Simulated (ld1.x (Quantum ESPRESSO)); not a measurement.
Which change was made? (B, ultrasoft)

```
Element                 : boron
Generator               : ld1.x (Quantum ESPRESSO) 7.5
Type                    : ultrasoft
Functional              : LDA (PZ)
Relativity              : scalar-relativistic
Frozen core             : [He]
Valence charge          : 3
Reference configuration : 2s2 2p1
Partial waves           : 2s (bound): rcut 1.30, rcutus 1.75 bohr; 2s channel at -0.35 Ry: rcut 1.30, rcutus 1.75 bohr; 2p (bound): rcut 2.60, rcutus 3.50 bohr; 2p channel at 2.8 Ry: rcut 2.60, rcutus 3.50 bohr
Local potential         : all-electron potential smoothed inside 3.50 bohr (lloc = -2)
Core correction         : Bessel-smoothed model core, default radius (core density twice the valence density)
Augmentation charge     : built from norm-conserving waves at rcut, not smoothed further
```

Cutoffs, loose and tight: the cutoffs (Ry, on a coarse ladder) from which the occupation-weighted sum of valence levels, in a spherical-Bessel basis at the reference potential, stays within 10 and 1 mRy of its value at 400 Ry. They do not see the model core or the augmentation charge, which bear on the density cutoff. Test errors are all-electron minus pseudo excitation energies from the reference, over the configurations 2s2 2p0; 2s1 2p0; 2s2 2p0.5; 2s2 2p1.3; 2s1 2p1; 2s0 2p3; 2s1 2p2 (two spin-polarised tests are not counted in the largest error); variants that change the core or the reference have their own tests.

The base gives: outcome: generated; bound ghosts: not determined; largest test error (meV): -228.

**Question.** After one change the result is: outcome: generated; cutoff, loose: 6 Ry; cutoff, tight: 10 Ry; bound ghosts: none; largest test error (meV): -37. Which change was it?
A. type TM; waves now 2p (bound): rc 3.50 bohr; 2s (bound): rc 1.75 bohr; local potential the s channel
B. reference 2s1 2p2
C. core correction Bessel-smoothed model core inside 2.04 bohr
D. augmentation PSQ, radius 1.35 bohr

**Answer.** D. The others give: reference 2s1 2p2 → outcome: generated; bound ghosts: not determined; largest test error (meV): +294 | core correction Bessel-smoothed model core inside 2.04 bohr → outcome: generated; bound ghosts: not determined; largest test error (meV): +224 | type TM; waves now 2p (bound): rc 3.50 bohr; 2s (bound): rc 1.75 bohr; local potential the s channel → outcome: generated; cutoff, loose: 15 Ry; cutoff, tight: 40 Ry; bound ghosts: none; largest test error (meV): +415.
